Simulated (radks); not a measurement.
Values are calculated unless marked as measured or tabulated.
Cl16+, configuration 1s1 (the NIST ground configuration).

Code: a radial shooting solver on a logarithmic mesh with Libxc functionals. Model: Dirac Kohn-Sham, exchange-only PBE, spin-unpolarised, spherical densities, finite nucleus; Fermi nuclear charge, rms radius 3.3654 fm.

Energy parts (hartree):
| part | energy |
|---|---|
| total | -144.06608 |
| kinetic | 145.18925 |
| electron-nucleus | -290.24581 |
| Hartree | 5.31770 |
| exchange | -4.32722 |

Orbitals (lengths in bohr, moments of r in powers of bohr; r(max) is where P^2 peaks; r(90%) holds 90 % of the orbital's charge):
orbital	occ.	eigenvalue (hartree)	r(90%)	r(max)	<1/r>	<r^4>	small-component weight
1s1/2	1	-139.8838	0.157	0.05845	17.07	0.0002736	3.84e-03
2p1/2	0	-33.33724	0.481	0.2394	4.181	0.02214	9.18e-04
2p3/2	0	-33.20816	0.483	0.2407	4.150	0.02250	9.15e-04

The highest occupied level is 1s1/2 at -3806.4 eV. Summed over all electrons, <r^2> = 0.01042 bohr^2, which gives a Langevin (diamagnetic) susceptibility term of -0.00825 x 10^-6 cm^3/mol. The electron density at the nucleus is 1735 e/bohr^3. The density falls to 0.001 e/bohr^3 at r = 0.42 bohr. For comparison, the ionisation energy in NIST's Atomic Spectra Database is 3946.3 eV (theoretical). In exact Kohn-Sham theory the highest level is minus the ionisation energy, but local and semilocal functionals leave it too shallow, through self-interaction and a potential that decays too fast; potentials with the right tail come closer.

Beside tabulated values, note that spin-unpolarised runs miss the spin-polarisation part of the exchange energy of open shells.
